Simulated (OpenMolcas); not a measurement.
**Pt2+: moving the ligands**

Pt2+ with 6 ligands (chloride) in octahedral coordination (Oh) at 2.56 Å. A charge of +0.667 e stands 2.4 Å behind each ligand. Ligand basis ANO-RCC-VDZP.

```
Program             : OpenMolcas 26.06
Method              : SS-CASPT2, IPEA 0.25 Eh, imaginary shift 0.1 Eh (closed shells correlated: 5s 5p and the ligand valence shells)
Basis               : ANO-RCC-VDZP [7s6p4d2f]
Scalar Hamiltonian  : DKH2, point nucleus
Active space        : 8 electrons in 5 orbitals (5d)
State averaging     : 2S+1 = 3 even, 10 roots; 2S+1 = 1 even, 15 roots
Spin-orbit coupling : RASSI with atomic mean-field integrals over the reference wave functions
```

Runs around this geometry, states (labels of O, the rotations of Oh). Energies in cm-1 above the lowest state or level, χT in cm3 K/mol.

```csv
R (Å),Ground state,First state of that spin,First gap with spin-orbit (degeneracies),χT at 300 K,First state of another spin
2.48,3A2,3T2 14430,"5610 (3, 2)",1.689,1E 6470
2.56,3A2,3T2 12100,"5580 (3, 2)",1.821,1E 6840
2.64,3A2,3T2 9920,"5250 (3, 2)",1.966,1E 7160
```

Taking the first state of the same spin as R^-n, n = -ln(9920 / 14430) / ln(2.64 / 2.48) = 6.0 between the shortest and longest distance.

Roots that are degenerate in the reference are averaged as groups; the widest CASPT2 spread within a group is 440 cm-1 (the 3-fold group of multiplicity 1 near 19400 cm-1 above the lowest state of its run, R = 2.56). Shifts and gaps below about the spread of the groups concerned are not significant. Over all roots computed the reference weight is 0.65 to 0.66 in R = 2.48, 0.65 to 0.66 in R = 2.56, 0.65 to 0.66 in R = 2.64; a low but even weight reflects the number of correlated electrons. Real 4d8 and 5d8 ions are as a rule square planar and diamagnetic. Ligand-to-metal charge-transfer states are missing. With no ligand orbital active B as a rule stays too high, so bands that hang on it stand too high and its fall with covalency is understated. With one d shell and no ligand orbital active, 10Dq can be off by a tenth or more. The least metal-like active orbital is 81 % on the metal (Löwdin) and no ligand orbital is active, so the numbers are rough (holds for R = 2.48). The least metal-like active orbital is 83 % on the metal (Löwdin) and no ligand orbital is active, so the numbers are rough (holds for R = 2.56). No measured value stands beside these numbers; the geometry was imposed, not optimised, and the real ion may take another.
